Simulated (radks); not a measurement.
Values are calculated unless marked as measured or tabulated.
Mean orbital radii <r> (bohr) of neutral terbium, [Xe] 4f9 6s2, of relativity; Dirac values are averaged over j with weights 2j + 1. Spin-unpolarised spherical Kohn-Sham, BLYP, point nucleus unless stated (finite: rms radius 5.06 fm), a radial shooting solver on a logarithmic mesh with Libxc functionals. A level marked "c x" has the speed of light scaled by that factor and shares open shells by 2j + 1; other Dirac levels either fill j = l - 1/2 first or share by 2j + 1.

| shell | non-rel. |
|---|---|
| 2s | 0.09925 |
| 2p | 0.08415 |
| 3s | 0.2558 |
| 3p | 0.2455 |
| 3d | 0.2176 |
| 4s | 0.5772 |
| 4p | 0.5905 |
| 4d | 0.6249 |
| 5s | 1.427 |
| 5p | 1.623 |
| 4f | 0.8555 |
| 6s | 4.412 |

Give the values at the level "Dirac, c x 10".

Answer. 
shell  Dirac, c x 10  change of magnitude (%)
2s           0.09917                    -0.08
2p           0.08411                    -0.04
3s            0.2556                    -0.06
3p            0.2454                    -0.03
3d            0.2176                    -0.01
4s            0.5769                    -0.06
4p            0.5903                    -0.03
4d            0.6249                    0.00
5s             1.426                    -0.07
5p             1.623                    -0.03
4f            0.8560                    +0.05
6s             4.410                    -0.05
